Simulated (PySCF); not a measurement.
Nonlinear optical response: `OC=C=CC(F)(F)F`, C₄H₃F₃O

Cartesian coordinates in Å; atom numbers follow the order of the lines, from 1:
```xyz
11

O     2.7595    0.6374    0.1647
C     1.8474   -0.3463    0.2789
C     0.6151   -0.3479   -0.1785
C    -0.6161   -0.3642   -0.6221
C    -1.7878    0.1297    0.1763
F    -2.6935   -0.8411    0.3379
F    -1.4391    0.5692    1.3804
F    -2.4030    1.1324   -0.4642
H     2.3659    1.3840   -0.3037
H     2.2356   -1.2141    0.8233
H    -0.8804   -0.7394   -1.6196
```

Method: quadratic response CAM-B3LYP/aug-cc-pVDZ first hyperpolarisability, Taylor convention, gas phase in PySCF. Geometry: PBE0-D3(BJ)/def2-SVP.

Q: What is the first hyperpolarisability, and how does it disperse?

A: In 10⁻³⁰ esu, Taylor convention; the vector part is βᵢ = ⅓ Σⱼ (βᵢⱼⱼ + βⱼᵢⱼ + βⱼⱼᵢ); β∥ is 3/5 of the vector part along the dipole, the dipole points from − to +:
| process | λ (nm) | β vector norm | β∥ | β HRS | depolarisation ratio |
| --- | --- | --- | --- | --- | --- |
| static β(0;0,0) | ∞ | 0.96 | -0.40 | 0.40 | 5.01 |
| second harmonic β(−2ω;ω,ω) | 1907 | 0.99 | -0.41 | 0.41 | 5.02 |
| Pockels β(−ω;ω,0) | 1907 | 0.97 | -0.40 | – | – |
| second harmonic β(−2ω;ω,ω) | 1064 | 1.05 | -0.43 | 0.44 | 5.04 |
| Pockels β(−ω;ω,0) | 1064 | 0.99 | -0.41 | – | – |

Q: Which lowest excitations, dipole and polarisabilities go with it?

A: S1 4.41 eV (f = 0.000); S2 6.10 eV (f = 0.005); S3 6.68 eV (f = 0.028); dipole 2.03 D; isotropic α 59.8 au static, 60.0 au at 1907 nm, 60.4 au at 1064 nm, 60.6 au at 953.5 nm, 62.4 au at 532 nm.
